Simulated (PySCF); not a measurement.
Basis-set dependence of SbO at PBE

PySCF, UKS reference; doublet, unpaired electrons π ↑; De to Sb + O without counterpoise correction.

```
                     basis                           relativity  functions  Re (Å)  ωe (cm⁻¹)  De (eV)  μ (D)
        cc-pVDZ-PP/cc-pVDZ  scalar-relativistic core potentials         37   1.870        788     4.38  -3.03
                x2c-SVPall                        spin-free X2C         50   1.862        804     4.52  -3.07
aug-cc-pVDZ-PP/aug-cc-pVDZ  scalar-relativistic core potentials         55   1.866        791     4.59  -3.33
                def2-TZVPP  scalar-relativistic core potentials         81   1.837        815     4.78  -3.25
               def2-TZVPPD  scalar-relativistic core potentials         96   1.837        813     4.80  -3.27
```

Problem. How does each smaller set differ from the one with most functions, def2-TZVPPD?

Solution. cc-pVDZ-PP/cc-pVDZ: +3.3 pm, -3.1 % in ωe, -0.42 eV in De; x2c-SVPall: +2.5 pm, -1.1 % in ωe, -0.28 eV in De; aug-cc-pVDZ-PP/aug-cc-pVDZ: +2.9 pm, -2.7 % in ωe, -0.21 eV in De; def2-TZVPP: +0.0 pm, +0.2 % in ωe, -0.02 eV in De. All at PBE; the set with most functions is neither the basis-set limit nor always the best. The rows treat relativity differently, so the differences are not basis effects alone.

A positive dipole means Sb(−)O(+). Spin–orbit coupling is left out, which matters for elements this heavy, above all for dissociation energies. The state is the lowest determinant that a PBE0 search found; another state may lie lower at other levels.
